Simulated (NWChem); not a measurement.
System: C2H7NSi; SMILES N1C[SiH2]C1

NWChem input:

```
start job
memory heap 200 mb stack 900 mb global 1100 mb
geometry units angstroms noautoz
  C     -0.113029     0.451071     1.169725
  N      0.260803     1.290829     0.000000
  C     -0.113029     0.451071    -1.169725
  Si     0.049153    -1.051008     0.000000
  H      0.566353     0.573629     2.019770
  H     -1.146978     0.597414     1.526814
  H     -0.166759     2.216029     0.000000
  H     -1.146978     0.597414    -1.526814
  H      0.566353     0.573629    -2.019770
  H     -1.019604    -2.090810     0.000000
  H      1.372467    -1.731110     0.000000
end
basis spherical
  * library def2-tzvp
end
dft
  xc b3lyp
  iterations 150
  semidirect filesize 400000000
  mulliken
end
task dft energy
```

Structure relaxed at the B3LYP/6-31G* (spherical d) level.

Q: Predict the main results of this run. (B3LYP/def2-TZVP.) Quantities: energy (Ha); highest occupied level (eV); orbital gap (eV); dipole (D).

A: The energy (Ha) comes out as -424.71, the highest occupied level (eV) comes out as -6.31 and the orbital gap (eV) comes out as 6.26. The dipole (D) comes out as 1.10.
